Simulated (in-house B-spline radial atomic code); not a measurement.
Configurations of Yb⁵⁺, with energies counted from [Kr] 4d10 4f12 5s2 5p5. Level of theory: Dirac-Hartree-Fock, average of configuration, Fermi nucleus of rms radius 5.3108 fm; calculated with an all-electron radial atomic-structure program (B-spline basis). Energies include first-order Breit, QED and recoil terms.

Occupations are held fixed; configurations that lie above the ionisation limit could autoionise.

| configuration | E - E(ref) (eV) | highest orbital | its <r> (bohr) |
| --- | --- | --- | --- |
| [Kr] 4d10 4f11 5s2 5p5 5g1 | 63.328 | 5g7/2 | 4.527 |
| [Kr] 4d10 4f12 5s2 5p4 6d1 | 65.985 | 6d5/2 | 3.672 |
| [Kr] 4d10 4f11 5s2 5p5 9s1 | 70.122 | 9s1/2 | 9.539 |
| [Kr] 4d10 4f11 5s2 5p5 9d1 | 73.172 | 9d5/2 | 12.03 |
| [Kr] 4d10 4f11 5s2 5p5 8g1 | 75.307 | 8g7/2 | 14.19 |
| [Kr] 4d10 4f12 5s2 5p4 6g1 | 82.604 | 6g7/2 | 7.244 |
| [Kr] 4d10 4f12 5s2 5p4 8g1 | 88.591 | 8g7/2 | 14.19 |
| [Kr] 4d9 4f13 5s2 5p5 | 189.54 | 4f7/2 | 0.6766 |
| [Kr] 4d9 4f12 5s2 5p5 7s1 | 244.49 | 7s1/2 | 4.352 |
| [Kr] 4d9 4f12 5s2 5p5 7g1 | 263 | 7g7/2 | 10.46 |

Q: Order these further configurations by energy, lowest first.
A. [Xe] 4f11
B. [Kr] 4d10 4f12 5s2 5p4 5d1
C. [Kr] 4d10 4f12 5s2 5p4 9g1
D. [Kr] 4d10 4f12 5s2 5p4 8s1
E. [Kr] 4d10 4f12 5s2 5p4 9d1

A: A (-15.514 eV), B (37.787 eV), D (77.975 eV), E (86.504 eV), C (90.21 eV).

Q: How far above the reference does [Kr] 4d10 4f12 5s2 5p4 6s1 lie?

A: 46.009 eV; its least bound orbital is 6s1/2 with <r> = 2.518 bohr.

Q: How far above the reference does [Kr] 4d10 4f12 5s2 5p4 7d1 lie?

A: 77.094 eV; its least bound orbital is 7d5/2 with <r> = 5.988 bohr.

Q: How far above the reference does [Kr] 4d10 4f13 5s2 5p4 lie?

A: 19.499 eV; its least bound orbital is 4f7/2 with <r> = 0.6991 bohr.

Q: Is the reference the lowest configuration at this level of theory?

A: No: [Xe] 4f11 lies 15.51 eV lower. Averages of configurations without correlation can order differently from the measured ground levels.
